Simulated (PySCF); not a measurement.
## Co+: excitation energy

Co+ [Ar] 3d8 (3F) → Co+ [Ar] 3d7 4p1 (high-spin determinant), as a difference of total energies. All numbers are calculated (PySCF 2.14, no relativity, point nucleus, in aug-cc-pwCVTZ (10s9p7d4f3g, 127 functions)). Correlated levels: valence: [Ar] frozen; valence and next inner shell: [Ne] frozen; nothing frozen. The calculations carry no spin-orbit coupling.

```tsv
method	excitation energy (eV)
UHF	3.626
LDA	6.375
PBE	6.034
PBE0	5.631
r2SCAN	5.679
M06-L	6.234
M06	6.534
BP86	6.090
MP2 (valence)	5.997
SCS-MP2 (valence)	6.057
MP2 (valence and next inner shell)	6.575
SCS-MP2 (valence and next inner shell)	6.428
MP2 (all electrons)	6.590
SCS-MP2 (all electrons)	6.434
```

Q: How much does correlation contribute at MP2 (all electrons)?

A: 6.590 − (3.626) = 2.964 eV, measured against UHF.

A first-order spin-orbit estimate (lowest level to lowest level, LS coupling) adds 0.012 eV.

The determinant of the upper state mixes LS terms, which raises its energy above the lowest term, most at the Hartree-Fock and MP2 levels.
